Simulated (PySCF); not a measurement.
## Polarisability and C₆ of Nb(2+) (niobium, charge +2)

[Kr] 4d2 5s1, high-spin 4F determinant (an excited configuration). Calculation: PySCF 2.14, in aug-cc-pVTZ-DK; scalar relativity by spin-free X2C-1e. Coupled (time-dependent) response in atomic units; α is the mean over directions.

```tsv
method	mean α (bohr³)	C₆ (like pair)	S(−4)
PBE0	32.07	202.0	699.2
```

S(−4) is the Cauchy moment in α(ω) = α(0) + S(−4) ω² + …

Spin-orbit coupling is absent.

α(iu) at PBE0:

| u (hartree) | α(iu) (bohr³) |
| --- | --- |
| 0 | 32.07 |
| 0.0500 | 30.43 |
| 0.100 | 26.54 |
| 0.200 | 18.40 |
| 0.300 | 13.10 |
| 0.500 | 7.981 |
| 0.750 | 5.303 |
| 1.00 | 3.919 |
| 1.50 | 2.448 |
| 2.00 | 1.672 |
| 3.00 | 0.9075 |
| 5.00 | 0.3821 |

A single London oscillator, α(iu) = α/(1 + u²/ω²), gives C₆ = (3/4) ω α². Matching the computed C₆ needs ω = 4 × 202.0 / (3 × 32.07²) = 0.262 hartree.

For an ion, C₆ is the dispersion term alone; charge-induced terms of lower order in 1/R come first.
